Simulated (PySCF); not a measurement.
C₅H₆F₃O₂ (doublet state).
Structure used (GFN2-xTB), in Å, numbered top down from 1:
```xyz
16
C5H6F3O2 angstrom
C      2.4814   -0.5362   -0.8019
C      1.6400   -0.0100    0.3035
O      2.1844    0.0158    1.5420
O      0.3062   -0.0134    0.0663
C     -0.6923    0.3210    0.8589
F     -0.3675    0.5889    2.1539
C     -1.9868    0.4034    0.4879
C     -2.4394    0.1192   -0.8942
F     -3.0721    1.1947   -1.4434
F     -3.3657   -0.8805   -0.9174
H      2.5156   -1.6304   -0.8009
H      3.4958   -0.1679   -0.6756
H      2.0829   -0.2066   -1.7574
H      1.5597    0.3065    2.2200
H     -2.7291    0.6729    1.2170
H     -1.6208   -0.1683   -1.5702
```

The hyperfine couplings belong to this conformer and change with its torsions.

Identity: `C[C](O)O/C(F)=C\C(F)F` [radical].

Level of theory: PySCF, UKS B3LYP, pcH-1 on C F H O, non-relativistic, mean-field spin-orbit, GIAO. Geometry: GFN2-xTB, one conformer, isolated molecule. A GFN2-xTB geometry isn't a minimum of the functional, and hyperfine couplings can be far from their values at a DFT geometry. No stability test was run, so a lower SCF solution isn't excluded.

Q: Give the principal g shifts and their parts.

A: 
```
                    Δg (ppm)     1     2     3
relativistic mass correction  -213  -213  -213
            gauge correction    -1    55    41
   orbital Zeeman/spin–orbit   -84   552  1573
                       total  -298   394  1402
```

So g = 2.00202, 2.00271, 2.00372 and g_iso = 2.00282; the tensor is rhombic: the two nearest values differ by 41 % of g3 − g1. Axes: g2 points within 13° of the C2–O3 bond and g3 points within 10° of the C7–H15 bond.

Q: What effective moment and Curie constant follow for a powder?

A: With the mean of g² = 4.0113 and S(S+1) = 0.75: μ_eff = √(⟨g²⟩S(S+1)) = 1.734 μB and χT = 0.12505·⟨g²⟩·S(S+1) = 0.376 cm³ K/mol (cgs; spin-Hamiltonian part alone).

Q: What are the electron Larmor frequencies g μB B/h along the three axes at 330 mT?

A: 9.2469, 9.2501, 9.2547 GHz for g1, g2 and g3, a range of 7.8 MHz.

Q: In a frozen sample, at which fields do the three g values resonate at 9.5, 34, 94 and 263 GHz (hyperfine left aside), and which band first spreads them over more than twice a line width of 0.5 mT?

A: 
```csv
band,GHz,B(g3) mT,B(g2) mT,B(g1) mT,spread mT
X,9.5,338.75,338.92,339.03,0.29
Q,34.0,1212.36,1212.97,1213.38,1.03
W,94.0,3351.81,3353.49,3354.65,2.85
J,263.0,9377.93,9382.65,9385.89,7.96
```

The spread grows in proportion to the frequency. Q band is the first where it exceeds 1.0 mT.

The Mulliken spin populations are largest on C2 (+0.78), C7 (+0.14), O3 (+0.10) and H11 (+0.07). C2 is the only atom above +0.15. The angles at C2 add up to 356.4°, so it is nearly planar.

The HOMO–LUMO gaps are 4.13 eV among the α and 6.21 eV among the β orbitals.

On an Arm Neoverse V1 with one thread, shared host with 32 logical CPUs at a one-minute load of 9.1, this took 1.7 min wall (grids of density and orbitals included) and 1.1 GiB of memory at its peak.
